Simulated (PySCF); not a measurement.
Molecule: C₄H₁₀Cl₂Si, SMILES CCCC[SiH](Cl)Cl. Atoms near the plane z = 0.0 Å, at the GFN2-xTB optimised geometry (x, y, z in Å): Si1 (-0.4, -1.0, 0.0), Cl2 (-1.0, 1.0, 0.0), H8 (1.0, -1.0, 0.0).

Computed with CAM-B3LYP/def2-SVP in PySCF 2.14.0. Cells within 0.4 Å of a nucleus heavier than hydrogen are left out (blank, or x). The values are rescaled to run from 0 to 1.

```
|0000000000000000000000000000000|
|0000000000000000000000000000000|
|0000000000000000000000000000000|
|0000000011122110000000000000000|
|0000001223333332100000000000000|
|0000012344555554310000000000000|
|0000234566777766431000000000000|
|0001345678888887642000000000000|
|0002457888778988653000000000000|
|0013568884004898753000000000000|
|0024678970xx1688752000000000000|
|002467895xxxx488641000000000000|
|0024678870xx0687520000000000000|
|0013578885115876310000110000000|
|0002467788888875210124663100000|
|0001245667888764324689997300000|
|0000012346763111479999999720000|
|0000001124300210399999999830000|
|000000001200xxx2199999999950000|
|000000001102xxx6199999999950000|
|000000001201xxx3199999999950000|
|0000000013201540299999999840000|
|0000000012320000489999999720000|
|0000000001333211358999998400000|
|0000000001122211124688875100000|
|0000000000011110001234431000000|
|0000000000000000000001100000000|
|0000000000000000000000000000000|
|0000000000000000000000000000000|
|0000000000000000000000000000000|
|0000000000000000000000000000000|
```
Scale: ten equal steps from 0.000 (start of '0') to 1.00 (end of '9'), in the order '0123456789'; x runs from -3.50 to 3.50, y from -3.50 (bottom) to 3.50 (top).

**Question.** Which quantity is mapped?
(A) electron localisation function
(B) an orbital amplitude
(C) log10 of the electron density
(D) deformation density (molecule minus spherical neutral atoms)

**Answer.** A, electron localisation function
